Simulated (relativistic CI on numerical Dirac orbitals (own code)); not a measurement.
Method of calculation: Dirac-Coulomb-Breit CI, separate exchange-only KLI orbitals for each configuration, a model potential for QED, unscaled Slater integrals (own radial code, finite nucleus).

The strongest absorption lines from the ground level of an ion, among the configurations computed and to levels below about 8230 eV (vacuum wavelength in Å, gf): 1.7169 (0.46), 1.7297 (0.49), 1.7703 (1.3), 1.7706 (1.9), 1.7711 (1.7), 1.7823 (1.5), 1.9301 (4.2), 1.9343 (1.4).

Question: Which ion is it?
A. Sm⁵⁴⁺
B. Hf⁶⁴⁺
C. Ho⁵⁹⁺
D. Sm⁵²⁺

Answer: A. Sm⁵⁴⁺ has 8 electrons and the ground level 2s2 2p4 3P_2; the strongest line goes to 2s2 2p3 3d 3D°_3. The pattern of lines fixes the number of electrons, and along that sequence the line energies rise steadily with the charge (about as its square where n changes within one kind of shell, about linearly where n is kept but much faster in heavy ions where fine structure, which grows about as Z⁴, sets the gap, and irregularly where shells cross), which fixes Z. Configurations outside the model, such as inner-shell arrays, can give stronger lines. At this charge energies of transitions that change n are usually good to better than 1 %, and those within a shell (Δn = 0) to a few per cent.

LS names give the leading component of a level, which can be under half, so a name can repeat, a term be missing and a line seem to break the LS rules.
